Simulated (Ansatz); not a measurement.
Molecule: C5H14OSi, net charge 0, singlet state. 
Coordinates optimised at B3LYP-D3(BJ)/def2-TZVP (Ansatz, a first-principles code):
```
Si
O 1 1.6574
C 2 1.4187 1 124.93
H 3 1.0969 2 110.04 1 59.03
H 3 1.0969 4 107.32 2 119.73
C 3 1.5150 4 110.02 5 119.70
H 6 1.0909 3 110.39 4 61.14
H 6 1.0909 7 108.27 3 -120.94
H 6 1.0922 7 108.60 8 -117.75
C 1 1.8657 2 105.27 3 180.00
H 10 1.0918 1 110.90 2 -59.93
H 10 1.0918 11 107.90 1 -121.64
H 10 1.0926 11 107.99 12 -116.50
C 1 1.8753 2 110.18 3 60.32
H 14 1.0923 1 111.10 2 57.26
H 14 1.0925 15 107.89 1 122.79
H 14 1.0929 15 107.82 16 115.68
C 1 1.8753 2 110.18 3 -60.32
H 18 1.0923 1 111.10 2 -57.26
H 18 1.0925 19 107.89 1 -122.79
H 18 1.0929 19 107.82 20 -115.68
```

Wanted: atomisation energy (electronic, to ground-state atoms), in kcal/mol. Valence correlation only, unless marked. Open shells are spin-unrestricted. No spin-orbit coupling. No relativistic terms. The coupled-cluster limit lacks core correlation, which all-electron functionals hold. CBS(X,Y): correlation extrapolated as X^-3; Hartree-Fock from the larger set. [CCSD(T)-MP2]/basis is that difference in the basis named.

| level | program | atomisation energy (kcal/mol) | minus last row |
|---|---|---|---|
| HF/cc-pV(T+d)Z | Ansatz | 1483.0 | -477.5 |
| B3LYP-D3(BJ)/def2-TZVPD | Ansatz + dftd3 | 1958.4 | -2.1 |
| B2PLYP-D4/def2-TZVPD | Ansatz + dftd4 | 1938.2 | -22.3 |
| MP2/6-31G | Ansatz | 1668.3 | -292.2 |
| RI-MP2/CBS(cc-pV(T+d)Z,cc-pV(Q+d)Z) | Ansatz | 1977.0 | 16.5 |
| RI-MP2/CBS(cc-pV(T+d)Z,cc-pV(Q+d)Z)+[CCSD(T)-MP2]/cc-pV(D+d)Z | Ansatz | 1961.5 | 1.0 |
| RI-MP2/CBS(aug-cc-pV(T+d)Z,aug-cc-pV(Q+d)Z)+[CCSD(T)-MP2]/aug-cc-pV(T+d)Z | Ansatz | 1960.5 | 0.0 |
